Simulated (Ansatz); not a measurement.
One change: `N=C[SeH]` becomes `[SiH3]/N=C\[SeH]`.

Ansatz, PBE0-D4/def2-TZVP geometries, multiplicity 1. Each molecule was computed in one conformer, which needn't be the lowest.

Scalar relativity is left out up to krypton.

| property | `N=C[SeH]` |
| --- | --- |
| LUMO energy (PBE0/def2-TZVPP) / eV | -0.46 |
| HOMO–LUMO gap (B3LYP/def2-TZVPP) / eV | 6.10 |
| size of the dipole moment (ωB97M-V/def2-TZVPP) / D | 2.60 |
| LUMO energy (PBE/def2-TZVPP) / eV | -1.50 |
| size of the dipole moment (B3LYP/def2-TZVPP) / D | 2.53 |
| HOMO energy (PBE/def2-TZVPP) / eV | -5.93 |

What does the change do to each property? (Best estimate.)

Ansatz gave: 
| property | `[SiH3]/N=C\[SeH]` | shift |
| --- | --- | --- |
| LUMO energy (PBE0/def2-TZVPP) / eV | -1.00 | -0.54 |
| HOMO–LUMO gap (B3LYP/def2-TZVPP) / eV | 5.74 | -0.36 |
| size of the dipole moment (ωB97M-V/def2-TZVPP) / D | 1.28 | -1.32 |
| LUMO energy (PBE/def2-TZVPP) / eV | -1.98 | -0.48 |
| size of the dipole moment (B3LYP/def2-TZVPP) / D | 1.21 | -1.32 |
| HOMO energy (PBE/def2-TZVPP) / eV | -5.91 | 0.02 |

With PBE0 the HOMO falls by 0.14 eV and the LUMO falls by 0.54 eV, so the gap narrows by about 0.40 eV. PBE moves the HOMO by 0.02 eV and ωB97M-V by -0.18 eV. Dipoles are sizes alone; their direction can turn.

B3LYP here is the variant with VWN-RPA as its local correlation; programs differ in this.

Spin–orbit coupling is left out; it splits and shifts lone-pair levels of the heavy atoms by tenths of an eV.
